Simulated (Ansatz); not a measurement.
Compare A (`N[SiH2]BF`) with its isomer B (`FBN[SiH3]`).

Calculated with Ansatz (gas phase, PBE0-D4/def2-TZVP geometries, no zero-point term in ΔE). CBS: MP2 limit from def2 TZ/QZ plus the TZ coupled-cluster correction, frozen cores. DFT in def2-TZVPP. B3LYP here is the variant with VWN-RPA as its local correlation; programs differ in this. Each species was taken in one conformer, which may not be the lowest.

(1) Which isomer does CCSD(T)/CBS put lower? Give the gap. (An estimate is asked.)

(2) Give E(B) − E(A) in kcal/mol with MP2/def2-TZVPP, BLYP-D4, LDA (SPW92), CCSD(T)/def2-TZVPP, ωB97M-V, B3LYP, HF/def2-TZVPP. (Best estimate.)

(3) Does the order hold for the free energy at 298.15 K (harmonic terms from PBE0-D4)? (An estimate is asked.)

Largest T1 diagnostic: 0.013.

Results:

(1) Ansatz gave: B, by 39.9 kcal/mol.

(2) Ansatz gave: MP2/def2-TZVPP -41.9, BLYP-D4 -39.3, LDA (SPW92) -40.0, CCSD(T)/def2-TZVPP -40.4, ωB97M-V -40.8, B3LYP -39.9, HF/def2-TZVPP -42.2. None reverses the order clearly.

(3) Ansatz gave: Yes: G(B) − G(A) = -39.3 kcal/mol, for one conformer each. Modes under 60 cm⁻¹, often nearly free rotors, make the harmonic entropy too high.

From PBE to PBE0 (25 % exact exchange), in def2-TZVPP and without D4, E(B) − E(A) moves by −1.2 kcal/mol. At CCSD(T), def2-SVP lies −4.6 kcal/mol from the extrapolated value and def2-TZVPP −0.4 kcal/mol.
